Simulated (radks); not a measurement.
Initial-state core-level shifts of the aluminium ion Al+ when its valence configuration changes from [Ne] 3s2. All-electron calculation, non-relativistic Kohn-Sham, PBE, spin-polarised, spherical densities, point nucleus; open shells are filled with parallel spins first. Program: a radial shooting solver on a logarithmic mesh with Libxc functionals. Shifts are changes of the shell-averaged eigenvalues in eV (positive: less bound); the change of the density at the nucleus, which sets a Mossbauer isomer shift, is in e/bohr^3, on a base of 1407.

\begin{tabular}{lrrrr}
valence & 1s & 2s & 2p & density at nucleus \\ \hline
3s1.5 3p0.5 & -0.802 & -0.787 & -0.780 & -1.5377 \\
3p2 & -3.081 & -3.033 & -3.001 & -6.5152 \\
3s1 3p1 & -1.407 & -1.396 & -1.380 & -3.1476 \\
3s0.5 3p1.5 & -2.249 & -2.220 & -2.196 & -4.8228 \\
\end{tabular}
